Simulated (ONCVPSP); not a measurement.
## An all-electron radial function and its pseudo partner (iron (Fe))

Columns: radius, all-electron u(r) and pseudo u(r) of the 3d shell (level -7.50 eV) of iron in the configuration [Ne] 3s2 3p6 3d6 4s2; PBE, scalar-relativistic, ONCV scheme, ONCVPSP 4.0.1.

| r (bohr) | all-electron | pseudo |
| --- | --- | --- |
| 0.075 | 0.0356 | 0.0046 |
| 0.150 | 0.1649 | 0.0351 |
| 0.225 | 0.3416 | 0.1092 |
| 0.300 | 0.5167 | 0.2321 |
| 0.375 | 0.6647 | 0.3942 |
| 0.450 | 0.7771 | 0.5751 |
| 0.525 | 0.8543 | 0.7490 |
| 0.600 | 0.9002 | 0.8922 |
| 0.675 | 0.9200 | 0.9881 |
| 0.750 | 0.9201 | 1.0319 |
| 0.825 | 0.9057 | 1.0285 |
| 0.900 | 0.8813 | 0.9904 |
| 0.975 | 0.8503 | 0.9322 |
| 1.050 | 0.8153 | 0.8674 |
| 1.125 | 0.7780 | 0.8054 |
| 1.200 | 0.7399 | 0.7510 |
| 1.275 | 0.7017 | 0.7047 |
| 1.350 | 0.6643 | 0.6646 |
| 1.425 | 0.6279 | 0.6279 |
| 1.500 | 0.5929 | 0.5929 |
| 1.575 | 0.5595 | 0.5594 |
| 1.650 | 0.5276 | 0.5276 |
| 1.725 | 0.4974 | 0.4974 |
| 1.800 | 0.4689 | 0.4689 |
| 1.875 | 0.4420 | 0.4419 |
| 1.950 | 0.4166 | 0.4165 |

(1) How many radial nodes do the two functions have?

(2) At about which radius was the pseudo-wave matched?

(3) Is the pseudo-wave norm-conserving?

## Answers

(1) The all-electron 3d function has n − l − 1 = 0; the pseudo-wave has 0.

(2) 1.45 bohr. The columns agree to 0.0005 from 1.35 bohr on; several derivatives are matched, so the curves merge somewhat inside the radius.

(3) Yes: the ONCV scheme keeps the norm inside the radius equal to the all-electron one, which fixes the energy derivative of the logarithmic derivative at the level.
